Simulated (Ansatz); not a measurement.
Geometry optimisation, UKS PBE-D4/def2-SVP in Ansatz.

Input:

```yaml
crystal:
  periodic: [false, false, false]
  atoms:
    - { symbol: B, position_ang: [0.0, 0.0, -0.114393] }
    - { symbol: F, position_ang: [0.0, 0.0, 1.209784] }
    - { symbol: Cl, position_ang: [1.530465, 0.0, -0.968547] }
    - { symbol: Cl, position_ang: [-1.530465, 0.0, -0.968547] }
    - { symbol: H, position_ang: [0.0, 0.0, 3.341702] }
magnetization:
  spin_polarized: true
  initial_magnetization: 1
basis:
  gaussian: { orbitals: def2-SVP }
hamiltonian:
  xc: pbe
  dispersion: d4
relax:
  f_tol: 0.03
  max_steps: 50
output:
  orbitals: {}
```

Command:

```bash
$ ansatz run input.yaml --threads 2 --pin off --max-ram 3072MiB --backend cpu --events-out ev --progress --plain --runs-dir out
```

Question: Where does it end, and by what steps?

Answer: The forces met the threshold. The force dipped under the threshold on the way, but the program's further checks kept it going. After 8 steps the energy has fallen by 0.094 eV; H5 moved furthest, 0.74 Å.

| step | energy less start (eV) | largest force component (eV/Å) | accepted |
| --- | --- | --- | --- |
| 0 | 0.0000 | 0.360 | yes |
| 1 | -0.0401 | 0.223 | yes |
| 2 | -0.0748 | 0.134 | yes |
| 3 | -0.0888 | 0.317 | yes |
| 4 | -0.0855 | 0.844 | no |
| 5 | -0.0922 | 0.039 | yes |
| 6 | -0.0937 | 0.077 | yes |
| 7 | -0.0941 | 0.026 | yes |
| 8 | -0.0944 | 0.005 | yes |

```xyz
5
Properties=species:S:1:pos:R:3
B 0.000 0.000 -0.298
F 0.000 0.000 1.026
Cl 1.530 0.000 -1.154
Cl -1.530 0.000 -1.154
H 0.000 0.000 4.080
```

Whether the end is a true minimum wasn't checked by a vibrational analysis.

The run took 13 s on 2 threads of Arm Neoverse V2, with other jobs on the host, peak memory 0.15 GiB.
